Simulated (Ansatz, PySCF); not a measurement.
Breaking the Se4–H5 bond in H3InSe (SMILES [SeH][InH2]) (multiplicity 1 held, fragments rigid). Energies count from the point at 1.472 Å.
Geometry at that point (charge 0, multiplicity 1):
```xyz
5

In     0.223     0.018    -0.990
H     -1.022    -0.562    -2.020
H      1.781     0.621    -1.393
Se    -0.372    -0.043     1.471
H      0.926     0.514     1.884
```

U- levels take the lowest unrestricted solution at each point, which mixes spins at long bonds. Active spaces are followed from a long bond inwards. Curves can end on different states.

Correlated levels freeze the cores. Filled d and f shells under p-block atoms count as core. Rows in LANL2DZ carry no dispersion term and start afresh at each structure. LANL2DZ brings its own core potentials from Na on.

Programs: Ansatz (Gaussian basis) for Hartree–Fock, density functionals and correlated methods; PySCF for LANL2DZ rows.  In def2 rows elements past Kr take small-core potentials, without spin–orbit coupling.

Energies in kJ/mol.

```json
[
 {"R (Å)": "1.177", "U-HF/LANL2DZ": "158", "U-HF/def2-TZVPP": "144", "U-PBE/def2-TZVPP": "154", "U-CCSD/def2-TZVPP": "149", "FIC-MRCISD+Q on CASSCF(4,3)/def2-TZVPP": "150"},
 {"R (Å)": "1.324", "U-HF/LANL2DZ": "32", "U-HF/def2-TZVPP": "24", "U-PBE/def2-TZVPP": "31", "U-CCSD/def2-TZVPP": "27", "FIC-MRCISD+Q on CASSCF(4,3)/def2-TZVPP": "28"},
 {"R (Å)": "1.472", "U-HF/LANL2DZ": "0", "U-HF/def2-TZVPP": "0", "U-PBE/def2-TZVPP": "0", "U-CCSD/def2-TZVPP": "0", "FIC-MRCISD+Q on CASSCF(4,3)/def2-TZVPP": "0"},
 {"R (Å)": "1.619", "U-HF/LANL2DZ": "17", "U-HF/def2-TZVPP": "24", "U-PBE/def2-TZVPP": "15", "U-CCSD/def2-TZVPP": "19", "FIC-MRCISD+Q on CASSCF(4,3)/def2-TZVPP": "18"},
 {"R (Å)": "1.766", "U-HF/LANL2DZ": "57", "U-HF/def2-TZVPP": "71", "U-PBE/def2-TZVPP": "52", "U-CCSD/def2-TZVPP": "60", "FIC-MRCISD+Q on CASSCF(4,3)/def2-TZVPP": "57"},
 {"R (Å)": "1.987", "U-HF/LANL2DZ": "126", "U-HF/def2-TZVPP": "152", "U-PBE/def2-TZVPP": "121", "U-CCSD/def2-TZVPP": "134", "FIC-MRCISD+Q on CASSCF(4,3)/def2-TZVPP": "128"},
 {"R (Å)": "2.207", "U-HF/LANL2DZ": "165", "U-HF/def2-TZVPP": "198", "U-PBE/def2-TZVPP": "190", "U-CCSD/def2-TZVPP": "209", "FIC-MRCISD+Q on CASSCF(4,3)/def2-TZVPP": "193"},
 {"R (Å)": "2.575", "U-HF/LANL2DZ": "193", "U-HF/def2-TZVPP": "228", "U-PBE/def2-TZVPP": "283", "U-CCSD/def2-TZVPP": "295", "FIC-MRCISD+Q on CASSCF(4,3)/def2-TZVPP": "273"},
 {"R (Å)": "2.943", "U-HF/LANL2DZ": "203", "U-HF/def2-TZVPP": "238", "U-PBE/def2-TZVPP": "321", "U-CCSD/def2-TZVPP": "327", "FIC-MRCISD+Q on CASSCF(4,3)/def2-TZVPP": "314"},
 {"R (Å)": "3.385", "U-HF/LANL2DZ": "206", "U-HF/def2-TZVPP": "241", "U-PBE/def2-TZVPP": "336", "U-CCSD/def2-TZVPP": "336", "FIC-MRCISD+Q on CASSCF(4,3)/def2-TZVPP": "334"},
 {"R (Å)": "3.973", "U-HF/LANL2DZ": "208", "U-HF/def2-TZVPP": "242", "U-PBE/def2-TZVPP": "340", "U-CCSD/def2-TZVPP": "339", "FIC-MRCISD+Q on CASSCF(4,3)/def2-TZVPP": "341"},
 {"R (Å)": "4.709", "U-HF/LANL2DZ": "208", "U-HF/def2-TZVPP": "242", "U-PBE/def2-TZVPP": "342", "U-CCSD/def2-TZVPP": "340", "FIC-MRCISD+Q on CASSCF(4,3)/def2-TZVPP": "342"}
]
```

Doubts at one or more of the structures used: a spin-contaminated determinant (U-HF/LANL2DZ, U-HF/def2-TZVPP, U-PBE/def2-TZVPP, U-CCSD/def2-TZVPP); T1 above 0.05 (U-CCSD/def2-TZVPP); active orbitals that take no part (FIC-MRCISD+Q on CASSCF(4,3)/def2-TZVPP).

Ansatz is a program for electronic structure.
